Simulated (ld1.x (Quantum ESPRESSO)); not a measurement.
## Re (Z = 75): one change to a TM semilocal potential, before and after

rhenium, norm-conserving Troullier–Martins (semilocal form), made with ld1.x (Quantum ESPRESSO) 7.5 (LDA (PZ), scalar-relativistic). Core [Kr] 4d10 4f14 5s2, reference 5p6 5d5 6s2 6p0. Waves: 5p (bound): rc 1.80 bohr; 5d (bound): rc 2.40 bohr; 5f channel at -0.1 Ry: rc 2.00 bohr; 6s (bound): rc 2.25 bohr. Local part: the s channel. Core correction: Bessel-smoothed model core inside 0.95 bohr.

Change: wave 6s (bound): rc 2.25 bohr becomes 6s (bound): rc 1.64 bohr.

Cutoffs: the cutoffs (Ry, on a coarse ladder) from which the occupation-weighted sum of valence levels, in a spherical-Bessel basis at the reference potential, stays within 10 and 1 mRy of its value at 400 Ry; they do not see the model core or the augmentation charge, which bear on the density cutoff. Errors are all-electron minus pseudo energies relative to the spin-unpolarised reference configuration.

**Question.** What does the change do?

**Answer.** The potential gets harder (40 Ry and 50 Ry → 80 Ry and 140 Ry); a bound ghost appears in s, which as a rule spoils a file; the number of tests that count goes from 9 to 0; the range in which the s phases agree narrows (upper end 2.3 → -0.4). A smaller radius makes the pseudo-wave follow the all-electron one further in, where it bends more sharply, so more plane waves are needed. A semilocal file is local in each channel, so a ghost entry of none says nothing of the separable form that plane-wave codes build from it.

| quantity | base | changed |
| --- | --- | --- |
| cutoff, loose | 40 Ry | 80 Ry |
| cutoff, tight | 50 Ry | 140 Ry |
| loose cutoff by channel (10 mRy a level) | p 21 Ry, d 25 Ry, s 6 Ry | p 21 Ry, d 25 Ry, s 70 Ry |
| bound ghosts | none | s (extra level of the local part) |
| tests counted (converged, no solver errors) | 9 of 9 | 0 of 9 |
| s: phases at 2.59 bohr within 0.05 rad from the reference energy up to (Ry; the scan ends near 5) | 2.3 | -0.4 |
| p: phases at 2.59 bohr within 0.05 rad from the reference energy up to (Ry; the scan ends near 5) | -0.2 | -0.2 |
| d: phases at 2.59 bohr within 0.05 rad from the reference energy up to (Ry; the scan ends near 5) | 2.6 | 2.6 |
| f: phases at 2.59 bohr within 0.05 rad from the reference energy up to (Ry; the scan ends near 5) | n/a | n/a |

Changed file: Tests not counted: all (the test run did not reproduce the reference configuration, from which every error is measured). A true bound ghost makes a file unfit for plane-wave use even where its test errors are small: the radial tests pick states by their node count and pass the ghost by. Where a test does run into it, the solver fails or the error is huge.
